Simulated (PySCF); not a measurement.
PySCF job for Ca(F)2 cation (CaF2), SMILES [F][Ca][F] (connectivity only; charge and spin as stated), charge +1, multiplicity 2, TPSSh-D3(BJ)/def2-TZVP. 

```python
import numpy as np
from pyscf import gto, scf, dft
from pyscf.geomopt import geometric_solver

mol = gto.M(
    atom='''
    Ca    0.78060000    0.05180000   -0.14070000
    F    -0.65720000    1.08090000   -0.96610000
    F    -0.07670000   -1.19610000    1.05340000
    ''',
    basis='def2-TZVP',
    charge=1,
    spin=1,
    max_memory=1600,
    verbose=3,
)
mf = dft.UKS(mol, xc='tpssh').density_fit(auxbasis='def2-universal-jkfit')
mf.disp = 'd3bj'
mf.grids.level = 4
mf.conv_tol = 1e-9
mf.max_cycle = 100
mf.kernel()
fine, coarse = mf.grids, dft.Grids(mol).set(level=1).build(with_non0tab=True)
for _ in range(3):  # follow internal instabilities
    mf.grids = coarse
    mo, _, stable, _ = mf.stability(return_status=True, nroots=4)
    mf.grids = fine
    if stable:
        break
    mf.kernel(mf.make_rdm1(mo, mf.mo_occ))
grad = mf.nuc_grad_method()
grad.grid_response = mol.nao <= 150
conv, mol_eq = geometric_solver.kernel(grad, convergence_set='GAU_TIGHT', maxsteps=100)
print(mol_eq.tostring(format='xyz'))
mf.reset(mol_eq)
mf.kernel()
```

Program output:

```

WARN: HOMO -0.516761172786182 >= LUMO -0.51676117278618

SCF not converged.
SCF energy = -877.110212494217 after 100 cycles  <S^2> = 0.75855306  2S+1 = 2.0085348
<class 'pyscf.df.df_jk.DFUKS'> wavefunction is stable in the internal stability analysis
[banner and settings of the optimiser left out]
Geometry optimization cycle 1
Cartesian coordinates (Angstrom)
 Atom        New coordinates             dX        dY        dZ
  Ca   0.780600   0.051800  -0.140700    0.000000  0.000000  0.000000
   F  -0.657200   1.080900  -0.966100    0.000000  0.000000  0.000000
   F  -0.076700  -1.196100   1.053400    0.000000  0.000000  0.000000

WARN: Mole.unit (angstrom) is changed to Bohr

converged SCF energy = -877.110212511828  <S^2> = 0.75855335  2S+1 = 2.0085351
--------------- DFUKS_Scanner gradients ---------------
         x                y                z
0 Ca    -0.0465996784    -0.0073372900     0.0102236360
1 F     0.0273973615    -0.0181114283     0.0143442319
2 F     0.0192023169     0.0254487183    -0.0245678679
----------------------------------------------
cycle 1: E = -877.110212512  dE = -877.11  norm(grad) = 0.072348
Step    0 : Gradient = 4.177e-02/4.827e-02 (rms/max) Energy = -877.1102125118
Hessian Eigenvalues: 5.00000e-02 5.00000e-02 5.00000e-02 ... 1.70770e-01 1.81515e-01 2.50000e-01

Geometry optimization cycle 2
Cartesian coordinates (Angstrom)
 Atom        New coordinates             dX        dY        dZ
  Ca   0.836720   0.059224  -0.152216    0.056120  0.007424 -0.011516
   F  -0.699533   1.133747  -1.011368   -0.042333  0.052847 -0.045268
   F  -0.090487  -1.256371   1.110184   -0.013787 -0.060271  0.056784
converged SCF energy = -877.118966932249  <S^2> = 0.75896418  2S+1 = 2.0089442
--------------- DFUKS_Scanner gradients ---------------
         x                y                z
0 Ca    -0.0076272696    -0.0015639226     0.0020873563
1 F     0.0038445164    -0.0009869643     0.0005715335
2 F     0.0037827532     0.0025508869    -0.0026588898
----------------------------------------------
cycle 2: E = -877.118966932  dE = -0.00875442  norm(grad) = 0.0104377
Step    1 : Displace = 7.531e-02/8.403e-02 (rms/max) Trust = 1.000e-01 (=) Grad = 6.026e-03/8.061e-03 (rms/max) E (change) = -877.1189669322 (-8.754e-03) Quality = 1.059
Hessian Eigenvalues: 4.99985e-02 5.00000e-02 5.00000e-02 ... 1.52711e-01 1.75986e-01 2.53282e-01

Geometry optimization cycle 3
Cartesian coordinates (Angstrom)
 Atom        New coordinates             dX        dY        dZ
  Ca   0.859104   0.062519  -0.157553    0.022384  0.003295 -0.005337
   F  -0.709657   1.126780  -1.004409   -0.010123 -0.006968  0.006960
   F  -0.102747  -1.252698   1.108561   -0.012261  0.003673 -0.001623
converged SCF energy = -877.119328481468  <S^2> = 0.75905633  2S+1 = 2.0090359
--------------- DFUKS_Scanner gradients ---------------
         x                y                z
0 Ca    -0.0033108779    -0.0008462992     0.0011019505
1 F     0.0012611602     0.0009239395    -0.0009699457
2 F     0.0020497177    -0.0000776403    -0.0001320048
----------------------------------------------
cycle 3: E = -877.119328481  dE = -0.000361549  norm(grad) = 0.00452794
Step    2 : Displace = 1.736e-02/2.321e-02 (rms/max) Trust = 1.414e-01 (+) Grad = 2.614e-03/3.591e-03 (rms/max) E (change) = -877.1193284815 (-3.615e-04) Quality = 1.537
Hessian Eigenvalues: 4.95621e-02 5.00000e-02 5.00000e-02 ... 5.88988e-02 1.75486e-01 3.05266e-01

Geometry optimization cycle 4
Cartesian coordinates (Angstrom)
 Atom        New coordinates             dX        dY        dZ
  Ca   0.913336   0.070720  -0.170934    0.054232  0.008201 -0.013381
   F  -0.729637   1.090007  -0.969351   -0.019980 -0.036773  0.035057
   F  -0.137000  -1.224127   1.086885   -0.034252  0.028572 -0.021676
converged SCF energy = -877.119912351783  <S^2> = 0.75923879  2S+1 = 2.0092175
--------------- DFUKS_Scanner gradients ---------------
         x                y                z
0 Ca     0.0022432298     0.0001153341    -0.0002836818
1 F    -0.0020926784     0.0035234741    -0.0030188884
2 F    -0.0001505514    -0.0036388082     0.0033025702
----------------------------------------------
cycle 4: E = -877.119912352  dE = -0.00058387  norm(grad) = 0.00742996
Step    3 : Displace = 5.357e-02/5.634e-02 (rms/max) Trust = 2.000e-01 (+) Grad = 4.290e-03/5.090e-03 (rms/max) E (change) = -877.1199123518 (-5.839e-04) Quality = 1.703
Hessian Eigenvalues: 9.00661e-03 5.00000e-02 5.00000e-02 ... 5.01218e-02 1.75593e-01 5.57642e-01

Geometry optimization cycle 5
Cartesian coordinates (Angstrom)
 Atom        New coordinates             dX        dY        dZ
  Ca   1.131580   0.105377  -0.227154    0.218244  0.034658 -0.056220
   F  -0.787529   0.869389  -0.763828   -0.057892 -0.220618  0.205523
   F  -0.297351  -1.038166   0.937582   -0.160352  0.185960 -0.149303
converged SCF energy = -877.124318269652  <S^2> = 0.75909297  2S+1 = 2.0090724
--------------- DFUKS_Scanner gradients ---------------
[...]
  Ca   1.188978   0.097829  -0.211724   -0.000002  0.000004 -0.000004
   F  -0.755024   0.653073  -0.576484    0.000003 -0.000002  0.000001
   F  -0.387254  -0.814303   0.734808   -0.000001 -0.000002  0.000002
converged SCF energy = -877.137492731929  <S^2> = 0.75643221  2S+1 = 2.0064219
--------------- DFUKS_Scanner gradients ---------------
         x                y                z
0 Ca    -0.0000191904     0.0000374775    -0.0001185217
1 F    -0.0000661863    -0.0000109874     0.0000877057
2 F     0.0000853767    -0.0000264902     0.0000308160
----------------------------------------------
cycle 31: E = -877.137492732  dE = 1.07798e-09  norm(grad) = 0.000192235
Step   30 : Displace = 3.990e-06/4.310e-06 (rms/max) Trust = 4.000e-06 (=) Grad = 1.388e-05/1.592e-05 (rms/max) E (change) = -877.1374927319 (+1.078e-09) Quality = -3.335
Not rejecting step - trust below tmin = 4.000e-06
Hessian Eigenvalues: 1.24062e-02 5.00000e-02 5.00000e-02 ... 7.62605e-02 1.70929e-01 5.97894e-01

Geometry optimization cycle 32
Cartesian coordinates (Angstrom)
 Atom        New coordinates             dX        dY        dZ
  Ca   1.188976   0.097833  -0.211727   -0.000002  0.000004 -0.000004
   F  -0.755021   0.653072  -0.576482    0.000003 -0.000002  0.000001
   F  -0.387256  -0.814305   0.734810   -0.000001 -0.000002  0.000002
converged SCF energy = -877.137492730848  <S^2> = 0.75643221  2S+1 = 2.0064219
--------------- DFUKS_Scanner gradients ---------------
         x                y                z
0 Ca    -0.0000196730     0.0000379062    -0.0001188788
1 F    -0.0000653076    -0.0000112151     0.0000878434
2 F     0.0000849806    -0.0000266911     0.0000310354
----------------------------------------------
cycle 32: E = -877.137492731  dE = 1.08105e-09  norm(grad) = 0.000192252
Step   31 : Displace = 3.991e-06/4.316e-06 (rms/max) Trust = 4.000e-06 (=) Grad = 1.314e-05/1.502e-05 (rms/max) E (change) = -877.1374927308 (+1.081e-09) Quality = -3.573
Not rejecting step - trust below tmin = 4.000e-06
Hessian Eigenvalues: 1.24062e-02 5.00000e-02 5.00000e-02 ... 6.32609e-02 1.71091e-01 5.98007e-01

Geometry optimization cycle 33
Cartesian coordinates (Angstrom)
 Atom        New coordinates             dX        dY        dZ
  Ca   1.188975   0.097837  -0.211731   -0.000002  0.000004 -0.000004
   F  -0.755018   0.653070  -0.576481    0.000003 -0.000002  0.000001
   F  -0.387257  -0.814307   0.734812   -0.000001 -0.000002  0.000002
converged SCF energy = -877.137492729748  <S^2> = 0.75643221  2S+1 = 2.0064219
--------------- DFUKS_Scanner gradients ---------------
         x                y                z
0 Ca    -0.0000201615     0.0000383747    -0.0001192717
1 F    -0.0000643913    -0.0000114467     0.0000879818
2 F     0.0000845528    -0.0000269280     0.0000312899
----------------------------------------------
cycle 33: E = -877.13749273  dE = 1.10037e-09  norm(grad) = 0.000192292
Step   32 : Displace = 3.991e-06/4.286e-06 (rms/max) Trust = 4.000e-06 (=) Grad = 1.236e-05/1.407e-05 (rms/max) E (change) = -877.1374927297 (+1.100e-09) Quality = -3.824
Not rejecting step - trust below tmin = 4.000e-06
Hessian Eigenvalues: 1.24062e-02 5.00000e-02 5.00000e-02 ... 6.74886e-02 1.71169e-01 5.98002e-01

Geometry optimization cycle 34
Cartesian coordinates (Angstrom)
 Atom        New coordinates             dX        dY        dZ
  Ca   1.188973   0.097841  -0.211734   -0.000002  0.000004 -0.000004
   F  -0.755015   0.653068  -0.576480    0.000003 -0.000002  0.000001
   F  -0.387258  -0.814309   0.734814   -0.000001 -0.000002  0.000002
converged SCF energy = -877.13749272862  <S^2> = 0.75643221  2S+1 = 2.0064219
--------------- DFUKS_Scanner gradients ---------------
         x                y                z
0 Ca    -0.0000206293     0.0000388609    -0.0001196823
1 F    -0.0000634702    -0.0000116845     0.0000881256
2 F     0.0000840996    -0.0000271764     0.0000315567
----------------------------------------------
cycle 34: E = -877.137492729  dE = 1.12766e-09  norm(grad) = 0.000192348
Step   33 : Displace = 3.992e-06/4.281e-06 (rms/max) Trust = 4.000e-06 (=) Grad = 1.157e-05/1.312e-05 (rms/max) E (change) = -877.1374927286 (+1.128e-09) Quality = -4.177
Not rejecting step - trust below tmin = 4.000e-06
Hessian Eigenvalues: 1.24062e-02 5.00000e-02 5.00000e-02 ... 6.90711e-02 1.71059e-01 5.98005e-01

Geometry optimization cycle 35
Cartesian coordinates (Angstrom)
 Atom        New coordinates             dX        dY        dZ
  Ca   1.188971   0.097845  -0.211738   -0.000002  0.000004 -0.000004
   F  -0.755012   0.653066  -0.576478    0.000003 -0.000002  0.000001
   F  -0.387259  -0.814312   0.734816   -0.000001 -0.000002  0.000002
converged SCF energy = -877.137492727476  <S^2> = 0.75643221  2S+1 = 2.0064219
--------------- DFUKS_Scanner gradients ---------------
         x                y                z
0 Ca    -0.0000210855     0.0000393421    -0.0001200891
1 F    -0.0000625615    -0.0000119170     0.0000882653
2 F     0.0000836470    -0.0000274252     0.0000318238
----------------------------------------------
cycle 35: E = -877.137492727  dE = 1.1438e-09  norm(grad) = 0.000192412
Step   34 : Displace = 3.994e-06/4.270e-06 (rms/max) Trust = 4.000e-06 (=) Grad = 1.079e-05/1.218e-05 (rms/max) E (change) = -877.1374927275 (+1.144e-09) Quality = -4.538
Not rejecting step - trust below tmin = 4.000e-06
Hessian Eigenvalues: 1.24062e-02 5.00000e-02 5.00000e-02 ... 6.83310e-02 1.71252e-01 5.98005e-01

Geometry optimization cycle 36
Cartesian coordinates (Angstrom)
 Atom        New coordinates             dX        dY        dZ
  Ca   1.188970   0.097850  -0.211742   -0.000002  0.000004 -0.000004
   F  -0.755009   0.653064  -0.576477    0.000003 -0.000002  0.000001
   F  -0.387261  -0.814314   0.734818   -0.000001 -0.000002  0.000002
converged SCF energy = -877.137492726313  <S^2> = 0.75643221  2S+1 = 2.0064219
--------------- DFUKS_Scanner gradients ---------------
         x                y                z
0 Ca    -0.0000215242     0.0000398282    -0.0001205016
1 F    -0.0000616592    -0.0000121488     0.0000884049
2 F     0.0000831834    -0.0000276794     0.0000320967
----------------------------------------------
cycle 36: E = -877.137492726  dE = 1.16313e-09  norm(grad) = 0.000192486
Step   35 : Displace = 3.994e-06/4.259e-06 (rms/max) Trust = 4.000e-06 (=) Grad = 1.001e-05/1.124e-05 (rms/max) E (change) = -877.1374927263 (+1.163e-09) Quality = -4.957
Not rejecting step - trust below tmin = 4.000e-06
Hessian Eigenvalues: 1.24062e-02 5.00000e-02 5.00000e-02 ... 6.85555e-02 1.71330e-01 5.98005e-01

Geometry optimization cycle 37
Cartesian coordinates (Angstrom)
 Atom        New coordinates             dX        dY        dZ
  Ca   1.188968   0.097854  -0.211745   -0.000002  0.000004 -0.000004
   F  -0.755006   0.653063  -0.576475    0.000003 -0.000002  0.000001
   F  -0.387262  -0.814316   0.734820   -0.000001 -0.000002  0.000002
converged SCF energy = -877.13749272513  <S^2> = 0.75643221  2S+1 = 2.0064219
--------------- DFUKS_Scanner gradients ---------------
         x                y                z
0 Ca    -0.0000219477     0.0000403156    -0.0001209164
1 F    -0.0000607652    -0.0000123783     0.0000885429
2 F     0.0000827129    -0.0000279373     0.0000323735
----------------------------------------------
cycle 37: E = -877.137492725  dE = 1.18371e-09  norm(grad) = 0.00019257
Step   36 : Displace = 3.999e-06/4.252e-06 (rms/max) Trust = 4.000e-06 (=) Grad = 9.227e-06/1.032e-05 (rms/max) E (change) = -877.1374927251 (+1.184e-09) Quality = -5.448
Hessian Eigenvalues: 1.24062e-02 5.00000e-02 5.00000e-02 ... 6.85555e-02 1.71330e-01 5.98005e-01
Converged! =D

3
XYZ from PySCF
Ca          1.18896803        0.09785355       -0.21174510
F          -0.75500625        0.65306260       -0.57647524
F          -0.38726178       -0.81431615        0.73482034
converged SCF energy = -877.137492725104  <S^2> = 0.75643206  2S+1 = 2.0064218
```

Self-consistency was reached.
